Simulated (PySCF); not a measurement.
Compound: C₈H₁₂.
Geometry (GFN2-xTB, Å), atoms numbered from 1 in this order:
```xyz
20
C8H12 angstrom
C      3.7786    0.4298   -0.7443
C      3.3557    0.0271    0.6689
C      1.9231   -0.1732    0.7543
C      0.7309   -0.3332    0.7932
C     -0.6630   -0.5352    0.8565
C     -1.4666   -0.4298   -0.1995
C     -2.9448   -0.6355   -0.1580
C     -3.6869    0.6381   -0.5650
H      4.8558    0.5764   -0.7893
H      3.5019   -0.3439   -1.4571
H      3.2881    1.3556   -1.0367
H      3.8597   -0.9010    0.9574
H      3.6482    0.8050    1.3814
H     -1.0578   -0.7960    1.8319
H     -1.0526   -0.1617   -1.1631
H     -3.2527   -0.9365    0.8457
H     -3.2144   -1.4394   -0.8504
H     -3.4558    1.4454    0.1267
H     -3.3910    0.9470   -1.5653
H     -4.7616    0.4719   -0.5582
```

A PySCF run (density fitting, gas phase, GFN2-xTB geometry) gave HOMO -5.13 eV, LUMO -1.06 eV, dipole 0.35 D and E = -309.034 Eh.

Question: Which of these levels was it?
A. PBE0/6-31G
B. PBE0/IGLO-II
C. PBE0/def2-SVP
D. BP86/pcSseg-1
E. LDA/6-31G*

Answer: E. It is LDA/6-31G*. All candidates on this geometry:

| level and settings | kind | basis functions | SCF cycles | E (Eh) | HOMO (eV) | LUMO (eV) | dipole (D) |
| --- | --- | --- | --- | --- | --- | --- | --- |
| LDA/6-31G*, start guess huckel | LDA | 136 | 14 | -309.0341 | -5.13 | -1.06 | 0.35 |
| BP86/pcSseg-1, damping 0.2 at the start, DIIS from the seventh cycle | GGA | 196 | 18 | -311.9576 | -5.47 | -1.38 | 0.38 |
| PBE0/IGLO-II, fitting basis def2-qzvpp-jkfit | global hybrid | 248 | 10 | -311.6903 | -6.36 | -0.34 | 0.37 |
| PBE0/def2-SVP | global hybrid | 172 | 14 | -311.3905 | -6.33 | -0.26 | 0.38 |
| PBE0/6-31G, grid level 3, energy threshold 1e-06 Eh | global hybrid | 96 | 8 | -311.5407 | -6.13 | 0.07 | 0.37 |

The nearest other candidate, by the summed differences of HOMO and LUMO, is BP86/pcSseg-1: its HOMO differs by -0.34 eV and its LUMO by -0.32 eV. Cycle counts include a coarse-grid stage where the run had one. All basis functions are spherical, in the Pople sets too.
